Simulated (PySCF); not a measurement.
# How methods differ on the excitation energy of Mo

Mo [Kr] 4d5 5s1 (7S) → Mo [Kr] 4d5 5p1 (7P), as a difference of total energies. All numbers are calculated (PySCF 2.14, a scalar-relativistic core potential, in aug-cc-pVTZ-PP with one added diffuse shell each of s, p, d, f, g type with ECP28MDF (7s7p6d4f3g, 113 functions)). Correlated levels: valence: 4s2 4p6 frozen. The calculations carry no spin-orbit coupling.

```
           method  excitation energy (eV)
              UHF                   2.870
              LDA                   3.455
              PBE                   3.348
             PBE0                   3.258
           r2SCAN                   3.475
           revPBE                   3.326
             TPSS                   3.337
    MP2 (valence)                   3.120
SCS-MP2 (valence)                   2.953
```

Q: How much does correlation contribute at MP2 (valence)?

A: 3.120 − (2.870) = 0.250 eV, measured against UHF.
